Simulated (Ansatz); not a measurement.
F2O (SMILES FOF), singlet, geometry from GFN2-xTB. Base run: HF/pcseg-1 in Ansatz (an electronic-structure program).

Ansatz was given this input:
Ansatz 0.2 input:
```yaml
crystal:
  periodic: [false, false, false]
  atoms:
    - {symbol: F, position_ang: [0.01888970, 1.09187156, -0.24723650]}
    - {symbol: O, position_ang: [-0.02243225, -0.00276003, 0.56897714]}
    - {symbol: F, position_ang: [0.00105008, -1.08941820, -0.25852096]}
basis:
  gaussian:
    orbitals: pcseg-1.json
hamiltonian:
  xc: hf
```
The basis file holds pcseg-1 in the JSON format of the Basis Set Exchange.

The base run was repeated with changes; each row names its change, and settings that it needs were set with it.

```json
[
 {"change": "base", "E (Eh)": "-273.36578"},
 {"change": "functional = pbe0", "E (Eh)": "-274.32894"},
 {"change": "functional = revpbe", "E (Eh)": "-274.52906"},
 {"change": "functional = b3lyp; dispersion = d3bj", "E (Eh)": "-274.60159"},
 {"change": "functional = wB97X-V", "E (Eh)": "-274.50173"},
 {"change": "functional = wB97X", "E (Eh)": "-274.53244"},
 {"change": "functional = cam_b3lyp", "E (Eh)": "-274.53309"},
 {"change": "functional = B2PLYP", "E (Eh)": "(withheld)"},
 {"change": "functional = PBE-QIDH", "E (Eh)": "(withheld)"},
 {"change": "functional = B97M-V", "E (Eh)": "(withheld)"},
 {"change": "functional = b3lyp5", "E (Eh)": "(withheld)"},
 {"change": "functional = B2GP-PLYP", "E (Eh)": "-274.31359"},
 {"change": "functional = blyp", "E (Eh)": "-274.60442"}
]
```

Problem. What belongs in the gaps?

Solution. 
- functional = B2PLYP, E (Eh): -274.38312
- functional = PBE-QIDH, E (Eh): -274.20160
- functional = B97M-V, E (Eh): -274.48814
- functional = b3lyp5, E (Eh): -274.50208

Totals shift with the method and basis; they matter in differences.
